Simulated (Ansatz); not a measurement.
Reaction (ligand exchange at the Si–O bond): `N[SiH2][SiH](O)F` + H₂S → `N[SiH2][SiH](F)S` + H₂O

Computed with Ansatz on PBE0-D4/def2-TZVP structures; ΔE is electronic, products minus reactants. CBS: MP2 limit from def2 TZ/QZ plus the TZ coupled-cluster correction, frozen cores. This one scheme is used for every species. Each species was taken in one conformer, which may not be the lowest.

`N[SiH2][SiH](O)F`:

Cartesian coordinates in Å:
```
N 1.525 -0.170 -0.695
Si 0.339 1.032 -0.270
Si -1.351 -0.257 0.743
O -0.831 -1.804 0.588
F -2.732 -0.038 -0.040
H 2.056 -0.596 0.051
H 2.138 0.028 -1.473
H 0.838 2.140 0.600
H -0.122 1.634 -1.549
H -1.663 -0.041 2.174
H -0.197 -1.929 -0.127
```

H₂S:

```xyz
3

S     0.588   -0.064   -0.185
H    -0.481   -0.874   -0.189
H    -0.106    0.938    0.374
```

`N[SiH2][SiH](F)S`:

Cartesian coordinates in Å:
```
N 0.739 -1.454 -0.439
Si 0.868 -0.136 0.678
Si -0.760 1.407 0.000
F -0.228 2.201 -1.295
S -2.479 0.245 -0.443
H 0.999 -2.377 -0.125
H 1.032 -1.316 -1.394
H 0.513 -0.672 2.018
H 2.219 0.493 0.769
H -1.175 2.444 0.976
H -1.728 -0.835 -0.745
```

H₂O:

Z-matrix (Å, degrees):
```
O
H 1 0.960
H 1 0.960 2 105.1
```

```
           species  CCSD(T)/CBS(def2) energy (Eh)
`N[SiH2][SiH](O)F`                     -811.57771
               H₂S                     -398.97279
`N[SiH2][SiH](F)S`                    -1134.15864
               H₂O                      -76.37941
```

Work out ΔE.

ΔE = (-1134.15864) + (-76.37941) − (-811.57771) − (-398.97279) = 0.01245 Eh = +32.7 kJ/mol.

Largest T1 diagnostic among the species: 0.012.

The D4 term adds −6.9 kJ/mol with B3LYP and −3.8 kJ/mol with PBE0; it sums over pairs of atoms, weighted by their polarisabilities, and B3LYP, whose exchange is more repulsive, gets the larger term. In def2-TZVPP, CCSD(T) changes the Hartree–Fock value by −15.8 kJ/mol (the triples alone add −3.3 kJ/mol) and MP2 by −20.4 kJ/mol.

B3LYP here is the variant with VWN-RPA as its local correlation; programs differ in this.
